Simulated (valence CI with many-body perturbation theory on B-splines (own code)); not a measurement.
The numbers below are computed, except where a source is named.
**Run record, Au³⁷⁺**

Level of theory: configuration interaction combined with many-body perturbation theory (CI+MBPT): six valence electrons over a frozen Dirac-Fock core [Kr], radial functions for each j: 7 s, 7 p, 8 d, 6 f, 4 g, 1 h, with the one-electron correlation potential Σ1 (screened to all orders), the two-electron term Σ2, the three-electron term Σ3, Breit, model QED; selected single and double excitations, second order for the rest, scaled by the run's own slope (own B-spline code, finite nucleus).

Command, and the settings that its task file holds:

```sh
python run_cv.py task.json out
```

```
atom Au  Z=79  mass_number=197  rms_radius_fm=5.4371
core [Kr]
valence 4d6
avg = 1
basis = M
breit = 1
cap = 60000
capref = 1200
cscale = 1
de = 0.0
dress = 0
eps = 2e-08
extrap = 1
h = 0.27
hh = 1
l2 = 3
lcore = 6
maxit = 60
n2 = 5
natural = 1
nlev = 35
nno = [4, 4, 5, 4, 3, 1]
nroot = 26
nsp = [3, 3, 3, 2, 1, 0]
pt2 = 1
qed = 1
rpa = 1
s1 = 1
s2 = 1
s3 = 1
screen = 1
tol = 2e-05
whole = 1
```

Problem. Roughly how long does this run take on one core of Intel(R) Xeon(R) Processor @ 2.30GHz, and how much memory?

Solution. 24 min on 1 thread of Intel(R) Xeon(R) Processor @ 2.30GHz, on a shared host, peak memory 1.8 GiB.

Log. The first blocks belong to the next ion, which gives the ionisation energy. Fields: 2J, parity (1 odd), roots, reference size, generating configurations, candidates as configurations/state functions, variational space P, stored matrix elements, Davidson steps; e2 is the range of second-order energies in hartree. The first line gives the box (bohr), its intervals, the orbitals and the steps of their self-consistent field. Window is the range of levels sought, series limit the energy at which the first omitted orbital would enter, core excitation an estimate of the first excitation out of the core, left out the lowest levels not solved, and shifts from estimates the range by which levels moved from their first estimate, all in cm⁻¹.

```
rmax 3.9 intervals 58 orbitals 59 references ['4d6', '4d5 4f', '4d4 4f2', '4d5 5s', '4d5 5p'] scf 5 t 1.7
2J=5 par=0 roots 2 ref 10 generators 4 cand 3466/45082 P 631/6000 nnz 8.8e+06 it 5
2J=5 par=0 roots 2 ref 10 generators 12 cand 14862/476076 P 2122/28805 nnz 1.5e+08 it 6
   second order: generators 17 cand 14940/514392 e2 -0.00025 -0.00015
reference levels 2432, estimated 34, window 831543 1/cm; series limit 8870307, core excitation 1419426
2J=8 par=0 roots 7 ref 321 generators 14 cand 17652/1566632 P 554/11944 nnz 3e+07 it 7
2J=8 par=0 roots 7 ref 321 generators 16 cand 17259/1557482 P 1580/32684 nnz 1.9e+08 it 8
   second order: generators 27 cand 31307/3020454 e2 -0.00309 -0.00235
2J=4 par=0 roots 8 ref 273 generators 14 cand 17747/1207735 P 617/11987 nnz 2.9e+07 it 8
2J=4 par=0 roots 8 ref 273 generators 16 cand 17302/1198511 P 1829/33348 nnz 1.9e+08 it 9
   second order: generators 27 cand 30404/2307204 e2 -0.00252 -0.00137
2J=0 par=0 roots 5 ref 76 generators 14 cand 16823/276346 P 2490/11990 nnz 2.1e+07 it 5
2J=0 par=0 roots 5 ref 76 generators 16 cand 14880/266929 P 4000/28432 nnz 6.4e+07 it 6
   second order: generators 30 cand 31814/565476 e2 -0.00029 -0.00013
2J=6 par=0 roots 6 ref 300 generators 10 cand 15582/1429408 P 469/11989 nnz 3.1e+07 it 8
2J=6 par=0 roots 6 ref 300 generators 12 cand 16083/1449942 P 1293/31837 nnz 1.9e+08 it 8
   second order: generators 24 cand 29703/2761451 e2 -0.00275 -0.00204
2J=2 par=0 roots 4 ref 168 generators 10 cand 15482/769711 P 816/11996 nnz 2.9e+07 it 7
2J=2 par=0 roots 4 ref 168 generators 12 cand 15699/777597 P 2256/33187 nnz 1.8e+08 it 8
   second order: generators 20 cand 27218/1411703 e2 -0.00073 -0.00056
2J=10 par=0 roots 2 ref 272 generators 6 cand 14756/1465214 P 470/11976 nnz 3.4e+07 it 5
2J=10 par=0 roots 2 ref 272 generators 9 cand 16032/1492074 P 1274/30443 nnz 2e+08 it 5
   second order: generators 13 cand 22235/2246220 e2 -0.00190 -0.00182
2J=12 par=0 roots 2 ref 232 generators 6 cand 14620/1302684 P 611/12000 nnz 3.4e+07 it 5
2J=12 par=0 roots 2 ref 232 generators 9 cand 15787/1322845 P 1581/30601 nnz 1.9e+08 it 5
   second order: generators 14 cand 24104/2190233 e2 -0.00121 -0.00114
left out: unestimated 1730089, estimated none, shifts from estimates -605 to 1049
operators 3.1
```

The Davidson iterations converged.

No measured spectrum was set against this ion. As an estimate, large intervals hold to a few tenths of a per cent, small ones and those within an open d or f shell to about a per cent. Core correlation moves these levels by up to 9800 cm⁻¹, and in measured spectra 5 to 20 % of such shifts remained as error; rates that hang on mixing are uncertain with them. Among the levels kept, up to 730 cm⁻¹ of a level comes from second order outside the variational space, and about a tenth of that is noise between levels of different J, which matters for small intervals. Only levels of the ground parity were solved; by the run's estimate the other parity begins above the list, which can be wrong where configurations are misplaced.

| Quantity | Value |
| --- | --- |
| Valence energy | -412.0135 hartree |
| Ionisation energy | 1703 eV (NIST: 1702 ± 4 eV (theoretical)) |
| Reference configurations for the orbitals | 4d6, 4d5 4f, 4d4 4f2, 4d5 5s, 4d5 5p |
| Radial orbitals | 59 |
| Box radius | 3.93 bohr |
| Largest variational space | 33348 |
| Lowest levels | (4d3/2^4 4d5/2^2) J=4 0.0, (4d3/2^4 4d5/2^2) J=2 24005, (4d3/2^4 4d5/2^2) J=0 81765, (4d3/2^3 4d5/2^3) J=3 [a] 173590, (4d3/2^3 4d5/2^3) J=4 [a] 180860, (4d3/2^3 4d5/2^3) J=1 [a] 189470, (4d3/2^3 4d5/2^3) J=5 208790, (4d3/2^3 4d5/2^3) J=6 211180, (4d3/2^3 4d5/2^3) J=2 [a] 228690, (4d3/2^3 4d5/2^3) J=3 [b] 234060, (4d3/2^3 4d5/2^3) J=0 261720, (4d3/2^3 4d5/2^3) J=1 [b] 275660, (4d3/2^3 4d5/2^3) J=2 [b] 277900, (4d3/2^3 4d5/2^3) J=4 [b] 279020 cm⁻¹ |

Levels are named by their leading jj configuration (3d3/2^4 stands for four electrons in 3d with j = 3/2), which in mixed levels can hold well under half, so a name can repeat and another be missing. Letters in brackets count levels of one name in rising energy.
